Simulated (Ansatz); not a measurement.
Frontier orbitals of `OBNCO`.

| atom | x (Å) | y (Å) | z (Å) |
| --- | --- | --- | --- |
| O1 | 1.6392 | -0.5897 | -0.9392 |
| B2 | 0.3337 | -0.7597 | -1.2883 |
| N3 | -0.7252 | -0.3207 | -0.4573 |
| C4 | -0.5536 | 0.2288 | 0.8436 |
| O5 | 0.2941 | 1.3701 | 0.7599 |
| H6 | 1.7296 | 0.0380 | -0.2125 |
| H7 | 0.0793 | -1.3052 | -2.3232 |
| H8 | -1.6656 | -0.3250 | -0.8084 |
| H9 | -0.0892 | -0.5074 | 1.5160 |
| H10 | -1.5310 | 0.5015 | 1.2564 |
| H11 | 0.4888 | 1.6694 | 1.6530 |

Charge 0, multiplicity 1. The geometry is a stationary point of PBE0-D4/def2-TZVP. It is a higher conformer; a search finds a lower one. Basis def2-TZVPP, the Gaussian-basis code of Ansatz.

Orbital energies of one run (eV). Highest occupied ones, from the top: -10.42, -11.38, -12.12, -13.13, -13.53, -13.83, -15.17, -16.59, -17.74, -18.35, -18.69, -22.07, -28.05, -30.92. Empty: 2.56, 3.27, 3.59, 4.31, 4.49, 4.88.

(1) Which functional gave them?
A. ωB97X-V
B. LC-ωPBE
C. BLYP
D. revPBE

## Answers

(1) B. HOMO energies: LC-ωPBE -10.42, revPBE -6.13, ωB97X-V -10.06, BLYP -6.10 eV.

LC-ωPBE has ω = 0.4 bohr⁻¹.
